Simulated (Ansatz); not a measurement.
Reaction (ligand exchange at a B–C bond): `B/C=C(/O)F` + `C[SiH2]O` → `BO[SiH2]C` + `C=C(O)F`

Computed with Ansatz on PBE0-D4/def2-TZVP structures; ΔE is electronic, products minus reactants. CCSD(T)/CBS adds triple-zeta CCSD(T) − MP2 to the extrapolated MP2 energy (def2 sets, frozen cores). This one scheme is used for every species. Functionals use def2-TZVPP. B3LYP here is the variant with VWN-RPA as its local correlation; programs differ in this. One conformer a species, not always the lowest.

Problem. Is it downhill or uphill in electronic energy at CCSD(T)/CBS, and by how much? (Estimate.)

Solution. The calculation gave: Downhill: ΔE = -88.8 kJ/mol.

Problem. What do these levels give: B3LYP-D4, CAM-B3LYP-D4, PBE, r2SCANh, CCSD(T)/def2-SVP, SCS-MP2/def2-QZVPP? (Best estimate.)

Solution. Ansatz gave: B3LYP-D4 -87.8, CAM-B3LYP-D4 -92.2, PBE -75.4, r2SCANh -79.8, CCSD(T)/def2-SVP -104.6, SCS-MP2/def2-QZVPP -90.3 kJ/mol.

Largest T1 diagnostic among the species: 0.013.

Leaving LDA and LC-ωPBE aside and taking each functional with its dispersion term where it has one, the values, not all of them listed here, spread over 17.6 kJ/mol, from CAM-B3LYP-D4 to revPBE-D4. At CCSD(T), def2-SVP lies −15.8 kJ/mol from the extrapolated value and def2-TZVPP −0.5 kJ/mol. From PBE to PBE0 (25 % exact exchange), in def2-TZVPP and without D4, ΔE moves by −3.6 kJ/mol.
